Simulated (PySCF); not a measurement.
Dipole response of Hf (hafnium, neutral)

[Xe] 4f14 5d2 6s2, high-spin 3F determinant. Calculation: PySCF 2.14, in aug-cc-pVTZ-PP with one added diffuse shell each of s, p, d, f, g type with ECP60MDF (7s7p6d4f3g, 113 functions); scalar relativity through the core potential. Coupled (time-dependent) response in atomic units; α is the mean over directions.

```csv
method,mean α (bohr³),C₆ (like pair),S(−4)
UHF,121.8,1735,7021
PBE,101.7,1356,4866
```

S(−4) is the Cauchy moment in α(ω) = α(0) + S(−4) ω² + …

Reference α: 103 ± 6 bohr³ (recommended; Schwerdtfeger and Nagle, table of static dipole polarizabilities (2023 update)). Published C₆: 1040 (Gould and Bucko (2016)).

Spin-orbit coupling is absent.

Hartree-Fock lies above the reference because it lacks correlation, which contracts the outer shell.

α(iu) at UHF:

| u (hartree) | α(iu) (bohr³) |
| --- | --- |
| 0 | 121.8 |
| 0.0500 | 107.9 |
| 0.100 | 82.68 |
| 0.200 | 45.83 |
| 0.300 | 28.41 |
| 0.500 | 14.63 |
| 0.750 | 8.543 |
| 1.00 | 5.816 |
| 1.50 | 3.325 |
| 2.00 | 2.179 |
| 3.00 | 1.139 |
| 5.00 | 0.4620 |

A single London oscillator, α(iu) = α/(1 + u²/ω²), gives C₆ = (3/4) ω α². Matching the computed C₆ needs ω = 4 × 1735 / (3 × 121.8²) = 0.156 hartree.

Energies and moments cover only the electrons outside the core potential. Spin-orbit coupling, absent here, splits the open shell strongly.
